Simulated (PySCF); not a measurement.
B(F)2(vinyl) (C2H3BF2), SMILES C=CB(F)F. Atoms are numbered in the order given.

```xyz
8

B     -0.0284     0.5187     0.0000
F     -0.7629     1.6217     0.0000
F      1.2881     0.6820     0.0000
C     -0.6730    -0.8896     0.0000
C      0.0710    -2.0073     0.0000
H     -1.7656    -0.9778     0.0000
H     -0.3726    -3.0086     0.0000
H      1.1652    -1.9588     0.0000
```

Geometry optimised at B3LYP-D3(BJ)/def2-SVP. The values are those of a single conformer.

Calculation: HF/pcSseg-1 in PySCF.

GIAO shieldings, no solvent; atoms listed in one row are averaged. δ = σ(ref) − σ: ¹¹B against BF3 (σ = 102.7 ppm); ¹⁹F against CFCl3 (σ = 238.5 ppm); ¹³C against TMS (σ = 192.6 ppm); ¹H against TMS (σ = 31.99 ppm), references at their B3LYP-D3(BJ)/def2-TZVP geometries, non-relativistic.

Computed chemical shifts:
```
nucleus  atoms  count  δ (ppm)
-------  -----  -----  -------
¹¹B         B1      1     12.9
¹⁹F         F2      1    -62.8
¹⁹F         F3      1    -73.3
¹³C         C5      1    161.6
¹³C         C4      1    130.8
¹H          H8      1     7.33
¹H          H7      1     7.14
¹H          H6      1     6.20
```
